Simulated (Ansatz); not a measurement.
Geometry optimisation, Ansatz 0.2.0, RHF/def2-mTZVP.

input.yaml

```yaml
crystal:
  periodic: [false, false, false]
  atoms:
    - { symbol: Si, position_ang: [-0.6656, 1.0721, -1.0474] }
    - { symbol: H, position_ang: [-0.8177, -0.6409, -0.3169] }
    - { symbol: F, position_ang: [-1.9998, 0.9278, -1.9198] }
    - { symbol: F, position_ang: [-1.1064, 2.2378, -0.0772] }
    - { symbol: F, position_ang: [0.3624, 1.3589, -2.2077] }
    - { symbol: H, position_ang: [1.0865, -0.0694, 0.7848] }
    - { symbol: F, position_ang: [0.9507, 0.9276, 0.1193] }
    - { symbol: H, position_ang: [-0.31, -1.1576, 0.3529] }
    - { symbol: "N", position_ang: [0.7195, -1.2841, 1.1989] }
    - { symbol: H, position_ang: [1.3474, -2.0309, 0.9506] }
    - { symbol: H, position_ang: [0.4332, -1.3413, 2.1624] }
basis:
  gaussian: { orbitals: def2-mTZVP }
hamiltonian:
  xc: hf
relax:
  f_tol: 0.15
  max_steps: 25
  restrain:
    - { distance: [0, 6], at: 2.98, k: 30.0 }
    - { distance: [5, 8], at: 2.32, k: 30.0 }
    - { distance: [7, 1], at: 1.92, k: 30.0 }
    - { distance: [0, 1], at: 1.42, k: 30.0 }
    - { distance: [5, 6], at: 0.88, k: 30.0 }
    - { distance: [7, 8], at: 1.02, k: 30.0 }
```

Launched with:

```bash
$ ansatz run input.yaml --threads 4 --pin off --max-ram 5120MiB --backend cpu --events-out ev --progress --plain --runs-dir out
```

Task: Where does it end, and by what steps?

Result: The forces met the threshold. The restraints hold the end off the free minimum. After 9 steps the energy has fallen by 2.823 eV (the restraints' own energy left out); N9 moved furthest, 0.66 Å. Joined: Si1–H2 (1.87 → 1.43 Å), H6–F7 (1.21 → 0.90 Å), H8–N9 (1.34 → 1.01 Å).

| step | energy less start (eV) | largest force component (eV/Å) | accepted |
| --- | --- | --- | --- |
| 0 | 0.0000 | 3.292 | yes |
| 1 | -1.4874 | 3.671 | yes |
| 2 | -1.7429 | 9.763 | yes |
| 3 | -2.3952 | 3.962 | yes |
| 4 | -2.6449 | 1.341 | yes |
| 5 | -2.8151 | 0.544 | yes |
| 6 | -2.8175 | 0.582 | yes |
| 7 | -2.7921 | 1.111 | no |
| 8 | -2.8196 | 0.577 | yes |
| 9 | -2.8228 | 0.531 | yes |

```xyz
11
Properties=species:S:1:pos:R:3
Si -1.018 1.100 -1.295
H -0.820 -0.132 -0.594
F -2.317 0.997 -2.154
F -1.209 2.293 -0.315
F 0.154 1.409 -2.269
H 1.450 0.178 0.898
F 1.400 0.955 0.446
H -0.030 -1.366 0.660
N 0.486 -1.886 1.351
H 1.403 -2.124 1.035
H 0.501 -1.424 2.236
```

Time of the run: 21 s on 4 threads of Arm Neoverse N1, with other jobs on the host, peak memory 0.29 GiB.
